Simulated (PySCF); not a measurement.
## Two-component Hartree-Fock for Fe (iron, neutral)

Start: [Ar] 3d6 4s1 4p1; 3d3/2 filled at m_j = +3/2; 3d5/2 filled at m_j = -3/2, -1/2, +1/2, +3/2, +5/2; 4s1/2 filled at m_j = +1/2; 4p3/2 filled at m_j = +3/2. Calculated with PySCF 2.14 in x2c-TZVPall-2c with one added diffuse shell each of s, p, d type (7s8p5d1f, 63 functions): generalised Hartree-Fock with the X2C-1e Hamiltonian and a Gaussian nucleus; one run each with spin-orbit coupling (SO) switched off, then screened by Boettger's factors. This is a chosen level, not necessarily the ground level.

```json
{"spinor shell": "1s1/2", "electrons": "2", "ε, spin-free (eV)": "-7176.5", "ε, screened SO (eV)": "-7176.4", "weight of nominal j (screened SO)": "1.000", "rms radius, screened SO (bohr)": "0.0675"}
{"spinor shell": "2s1/2", "electrons": "2", "ε, spin-free (eV)": "-883.93", "ε, screened SO (eV)": "-883.91", "weight of nominal j (screened SO)": "1.000", "rms radius, screened SO (bohr)": "0.288"}
{"spinor shell": "2p1/2", "electrons": "2", "ε, spin-free (eV)": "-749.67", "ε, screened SO (eV)": "-758.63", "weight of nominal j (screened SO)": "0.988", "rms radius, screened SO (bohr)": "0.259"}
{"spinor shell": "2p3/2", "electrons": "4", "ε, spin-free (eV)": "-749.67", "ε, screened SO (eV)": "-745.27", "weight of nominal j (screened SO)": "0.994", "rms radius, screened SO (bohr)": "0.261"}
{"spinor shell": "3s1/2", "electrons": "2", "ε, spin-free (eV)": "-116.86", "ε, screened SO (eV)": "-116.86", "weight of nominal j (screened SO)": "1.000", "rms radius, screened SO (bohr)": "0.871"}
{"spinor shell": "3p3/2", "electrons": "4", "ε, spin-free (eV)": "-76.318", "ε, screened SO (eV)": "-75.599", "weight of nominal j (screened SO)": "0.830", "rms radius, screened SO (bohr)": "0.936"}
{"spinor shell": "3p1/2", "electrons": "2", "ε, spin-free (eV)": "-76.318", "ε, screened SO (eV)": "-77.807", "weight of nominal j (screened SO)": "0.660", "rms radius, screened SO (bohr)": "0.933"}
{"spinor shell": "3d5/2", "electrons": "5", "ε, spin-free (eV)": "-18.594", "ε, screened SO (eV)": "-19.579", "weight of nominal j (screened SO)": "0.589", "rms radius, screened SO (bohr)": "1.22"}
{"spinor shell": "3d3/2", "electrons": "1", "ε, spin-free (eV)": "-18.594", "ε, screened SO (eV)": "-13.774", "weight of nominal j (screened SO)": "0.789", "rms radius, screened SO (bohr)": "1.29"}
{"spinor shell": "4s1/2", "electrons": "1", "ε, spin-free (eV)": "-9.919", "ε, screened SO (eV)": "-9.924", "weight of nominal j (screened SO)": "1.000", "rms radius, screened SO (bohr)": "3.24"}
{"spinor shell": "4p3/2", "electrons": "1", "ε, spin-free (eV)": "-4.967", "ε, screened SO (eV)": "-4.950", "weight of nominal j (screened SO)": "1.000", "rms radius, screened SO (bohr)": "4.35"}
```

| quantity | spin-free | screened SO |
| --- | --- | --- |
| E (hartree) | -1271.26395 | -1271.28512 |
| M_J | 6 | 6 |
| ⟨J²⟩ | 42.009 | 42.009 |
| ⟨L²⟩ | 12.008 | 12.016 |
| ⟨S²⟩ | 12.001 | 11.997 |

Each row is a mean over spinors that exchange with the open shell spreads, by up to 15.439 eV (3p3/2).

Rows whose weight is well below 1 are mixtures of j = l ± 1/2: exchange outweighs spin-orbit coupling there, and the label is only the starting occupation.

Without spin-orbit coupling the j labels of p, d and f shells carry no meaning; the spin-free column gives the mean over the occupied spinors of each nl shell.
